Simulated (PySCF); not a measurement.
C₆H₅ClOSi.
Numbering: `[CH:1]#[C:2][SiH2:3][C:4]1=[CH:5][O:6]/[C:7]1=[CH:8]/[Cl:9]`

NICS is the negative of the GIAO shielding at a point without a nucleus: at the ring centre (0) and 1 Å above and below it (1); zz is the component along the ring normal. Level: GIAO PBE0/pcSseg-1 (PySCF, non-relativistic, gas phase) on the GFN2-xTB geometry, one conformer.

Ring bond lengths (Å), with Mayer bond orders in brackets: C4–C5 1.351 (1.73), C5–O6 1.398 (0.98), O6–C7 1.409 (0.89), C7–C4 1.470 (1.01).

Question: Give the NICS values of each ring in ppm.

Answer: 
```
       ring                                                     type  NICS(0)  NICS(1), two faces  NICS(1)zz, two faces  rms pucker (Å)  centre to ring atoms, mean (Å)
C4–C5–O6–C7  4-membered ring with O; formal bonds 1 double, 3 single      0.5         -1.4 / -1.3             2.7 / 3.2            0.00                            0.99
```

Question: What do they say, and how far can they be read as aromaticity?

Answer: 
- C4–C5–O6–C7: mean NICS(1)zz 3.0 ppm, near zero.

Question: What does the geometric index give? Use HOMA with the parameters of Krygowski (1993).

Answer: 
- C4–C5–O6–C7: HOMA -1.03; the largest term is that of O6–C7, α(R − Ropt)² = 3.28.

Question: What is the mean of the two in-plane components of NICS at the second NICS(1) probe listed for ring C4–C5–O6–C7, 1 Å off the ring?

Answer: The isotropic value is a third of the trace: (3 × -1.3 − (3.2))/2 = -3.6 ppm.

Question: List the ring angles and the Hirshfeld charges of the ring atoms.

Answer: 
- C4–C5–O6–C7: C4 85.4° (-0.153 e), C5 97.2° (+0.053 e), O6 86.0° (-0.130 e), C7 91.4° (+0.052 e); sum 360.0° against 360° for a flat convex ring.

The values belong to the conformer `[CH:1]#[C:2][SiH2:3][C:4]1=[CH:5][O:6]/[C:7]1=[CH:8]/[Cl:9]`: C2–Si3–C4–C5 124°.
